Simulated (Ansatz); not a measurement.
Molecule: H5SiNO3, charge 0, multiplicity 1. SMILES: O[Si](N)(O)O
Coordinates optimised at B3LYP-D3(BJ)/def2-TZVP (Ansatz, a program for electronic structure):
```
Si
O 1 1.6330
H 2 0.9605 1 117.84
O 1 1.6443 2 106.50 3 60.69
H 4 0.9597 1 117.84 2 175.93
O 1 1.6443 2 106.50 3 -60.69
H 6 0.9597 1 117.84 2 -175.93
N 1 1.7058 2 113.19 3 -180.00
H 8 1.0086 1 119.30 2 70.60
H 8 1.0086 9 110.69 1 144.26
```

Wanted: atomisation energy, in kcal/mol. Conventions: no dispersion term unless named; 6-31G* and kin with 6d, 5d where marked; atomisation electronic, to ground-state atoms; non-relativistic; valence correlation only; open shells spin-unrestricted; spin-orbit terms left out. CBS(X,Y): correlation extrapolated as X^-3; Hartree-Fock from the larger set. First-principles rows: single points at B3LYP-D3(BJ) geometries (Ansatz).

```csv
species,coefficient,"E at B3LYP/6-31G* (Ansatz), Eh","E at wB97M-V/def2-TZVPD (Ansatz), Eh"
N[Si](O)(O)O,-1,-573.07935,-573.16822
H atom,+5,-0.50027,-0.49411
N atom,+1,-54.58449,-54.59266
O atom,+3,-75.06062,-75.07806
Si atom,+1,-289.37173,-289.35271
```

Coupled cluster (Ansatz) is a level with limits of its own, used here on species with T1 under 0.025 (0.045 for open shells) and stable references: CCSD(T)/CBS(aug-cc-pV(T+d)Z,aug-cc-pV(Q+d)Z). Value to compare with, CCSD(T)/CBS(aug-cc-pV(T+d)Z,aug-cc-pV(Q+d)Z) (Ansatz): 958.6 kcal/mol. 1 Eh = 627.5095 kcal/mol.

Q: Compute it at each level from the table, and compare with CCSD(T)/CBS(aug-cc-pV(T+d)Z,aug-cc-pV(Q+d)Z) (Ansatz).

A: 
- B3LYP/6-31G*: the sum of coefficient times E is 1.43992 Eh, or 903.56 kcal/mol. Result: 903.6 kcal/mol. Its difference against CCSD(T)/CBS(aug-cc-pV(T+d)Z,aug-cc-pV(Q+d)Z) (Ansatz) is -55.0 kcal/mol.
- wB97M-V/def2-TZVPD: the sum of coefficient times E is 1.51812 Eh, or 952.63 kcal/mol. Result: 952.6 kcal/mol. Its difference against CCSD(T)/CBS(aug-cc-pV(T+d)Z,aug-cc-pV(Q+d)Z) (Ansatz) is -6.0 kcal/mol.
